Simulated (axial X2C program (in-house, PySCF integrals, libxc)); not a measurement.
# ZrC: from the spin-free to the two-component result

All values were computed with an in-house relativistic program for diatomic molecules. Spin-free means the one-electron spin-free X2C Hamiltonian; two-component (2c) means X2C with spin–orbit coupling and atomic mean-field two-electron Coulomb and Gaunt terms, so the difference of the two also holds small scalar two-electron terms. Basis: Zr dyall-cv3z [11s12p9d6f3g], C dyall-v3z [7s6p2d1f] (cores contracted in-house); Gaussian nuclei, density fitting, unrestricted open shells. Masses: Zr 89.905 u, C 12.000 u.

Spin-free state: M_S = 1, Λ = 0 (beyond evenly filled blocks: 2 × σα); fragments Zr + C.

```csv
level,Re (Å),ωe (cm⁻¹),De (eV),μ (D)
PBE0,1.775,965.3,5.189,-3.78
r2SCAN0,1.770,979.2,4.744,-3.78
```

Dipoles are positive if C is the positive end.

Two-component determinant lowest at the distance of the search:

Ω = 1 (⟨Sz⟩ = 1.00, ⟨Lz⟩ = 0.00 at PBE0); fragments Zr + C.

```json
{"level": "PBE0", "Re (Å)": "1.775", "ωe (cm⁻¹)": "965.1", "μ (D)": "-3.77"}
{"level": "r2SCAN0", "Re (Å)": "1.770", "ωe (cm⁻¹)": "979.0", "μ (D)": "-3.77"}
```

Q: From the two tables, how do the constants change at the PBE0 level (2c against spin-free)?

A: At the PBE0 level Re is unchanged within 0.001 Å and ωe doesn't move by more than 0.2 cm⁻¹.

Occupations by symmetry block were frozen at the best pattern of an incomplete PBE0 search. Dissociation energies refer to the lowest single-determinant-based atoms at the same level and basis. De is not given where an atomic determinant may have missed its ground term or J level, or where the truncated virtual space spoils (T). Density functionals use the spin component along the axis (collinear). Other states lie close and PBE0, whose exact exchange favours high spin, may order them wrongly; the determinant shown need not be the ground state. The nearest other spin-free determinant of the search, M_S = 0, Λ = 0, lies 0.37 eV up at the distance of the search. The functionals have no current-density term, which raises determinants with orbital currents, atoms included. With several unpaired electrons one determinant need not be a pure state. Open-shell Ω = 0 determinants with evenly filled partner blocks cannot be reached by this program, so the Ω shown need not be the lowest component. The determinant is spin-polarised beyond a pure state at some levels (its spin-free form has ⟨S²⟩ too high), which makes Re and μ there less reliable.
